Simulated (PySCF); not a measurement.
Input for PySCF: R-B3LYP/6-31G* on BH3Se2 (SMILES [SeH]B[SeH]), a point of a torsion scan.

```python
from pyscf import gto, scf, dft, mp
from pyscf.data.elements import chemcore

mol = gto.M(
    atom='''
    Se   -1.82519659   -0.01847050   -0.63677392
    B    -0.10962009    0.49471099    0.10982662
    Se    1.28384663   -0.76023576    0.36379753
    H    -2.19922751   -1.00470732    0.34658188
    H     0.14157665    1.63738733    0.12757781
    H     2.30447492    0.15585609    0.81147659
    ''',
    basis='6-31g*',
    cart=True,
    charge=0, spin=0, verbose=3, max_memory=1800)
mf = dft.RKS(mol, xc='b3lyp')
mf.conv_tol = 1e-8
mf.max_cycle = 100
mf.kernel()
if not mf.converged:
    mf = mf.newton().run(mf.mo_coeff, mf.mo_occ)
```

Q: Give the final energy of this run.

A: -4829.2714 hartree.
